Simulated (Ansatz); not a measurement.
C6H4N2 (`N#Cc1ccccn1`), 12 atoms. Total charge 0; spin multiplicity 1. Hardware: A = 2 threads of an AMD EPYC 7R13 on a shared host and a share of an NVIDIA H100 80 GB; B = 2 threads of an AMD EPYC 7R13 on a shared host. Correlated methods freeze the cores. Open-shell runs search over several starts.

Problem. How many basis functions does each run have, and how long does it take in Ansatz? UKS ωB97M-V/def2-TZVPP energy of the cation [A]; direct RPA on PBE orbitals/def2-TZVPP energy [A]; RKS ωB97M-V/def2-QZVPP energy [A]; RKS PBE0-D4/def2-TZVP relaxation (8 steps) [A]; UKS PBE-D4/def2-TZVPP energy of the cation [A]; RKS PBE0-D4/def2-TZVP frequencies [A]; RKS PBE0-D4/def2-QZVPP energy [A]; UKS PBE0-D4/def2-TZVPP energy of the cation [A]; RHF-CCSD(T)/def2-TZVPP energy [A]; RKS ωB97M-V/def2-SVP energy [B]; UHF-MP2/def2-QZVPP energy of the cation [A]; RHF-MP2/def2-QZVPP energy [A]. (An estimate is asked.)

Solution. The calculation gave: Other jobs shared the machine, so times are rough.

```
                                level                       job  functions  wall time  peak host memory (GiB)
direct RPA on PBE orbitals/def2-TZVPP                energy [A]        304      3.1 s                     1.4
               RKS PBE0-D4/def2-QZVPP                energy [A]        576      4.2 s                     1.1
               RKS ωB97M-V/def2-QZVPP                energy [A]        576      4.6 s                     1.2
               UKS PBE0-D4/def2-TZVPP  energy of the cation [A]        304      5.5 s                    0.91
                   RHF-MP2/def2-QZVPP                energy [A]        576        6 s                     1.2
                UKS PBE-D4/def2-TZVPP  energy of the cation [A]        304      6.5 s                    0.89
                 RKS ωB97M-V/def2-SVP                energy [B]        132        8 s                    0.63
               UKS ωB97M-V/def2-TZVPP  energy of the cation [A]        304        9 s                     1.1
               RHF-CCSD(T)/def2-TZVPP                energy [A]        304      9.1 s                    0.85
                   UHF-MP2/def2-QZVPP  energy of the cation [A]        576       23 s                     1.3
                RKS PBE0-D4/def2-TZVP  relaxation (8 steps) [A]        272       31 s                    0.88
                RKS PBE0-D4/def2-TZVP           frequencies [A]        272    2.3 min                    0.89
```
